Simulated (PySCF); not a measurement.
HSE06 on Tm (thulium, neutral), [Xe] 4f14 6s1, 2S determinant (an excited configuration). All numbers are calculated (PySCF 2.14, scalar relativity by spin-free X2C-1e, in x2c-TZVPPall (11s7p7d4f2g, 113 functions)).

```
cycle= 1 E= -13566.4689595987  delta_E= 0.0551  |g|= 1.01  |ddm|= 0.503
cycle= 2 E= -13565.8039250924  delta_E= 0.665  |g|= 3.01  |ddm|= 0.958
cycle= 3 E= -13566.5592803545  delta_E= -0.755  |g|= 0.136  |ddm|= 0.65
cycle= 4 E= -13566.5614525209  delta_E= -0.00217  |g|= 0.0384  |ddm|= 0.0656
cycle= 5 E= -13566.5616063885  delta_E= -0.000154  |g|= 0.00144  |ddm|= 0.014
cycle= 6 E= -13566.5616066143  delta_E= -2.26e-07  |g|= 8.36e-05  |ddm|= 0.000458
cycle= 7 E= -13566.561606615  delta_E= -7.62e-10  |g|= 2.12e-05  |ddm|= 0.000103
converged SCF energy = -13566.561606615  <S^2> = 0.75023456  2S+1 = 2.0002345
```

Highest occupied orbital energy: 3.378 eV; ⟨L²⟩ = 0.00; populations by l: s 11.00, p 24.00, d 20.00, f 14.00.

Q: Can this result be used?

A: Not for this state. The calculation finished and met its thresholds. Spin-orbit coupling, which splits the p, d and f shells strongly at this Z, is absent. At HSE06 the highest occupied level has a positive energy, so only the finite basis holds that electron; for this excited configuration the basis is too tight for the outer shell.
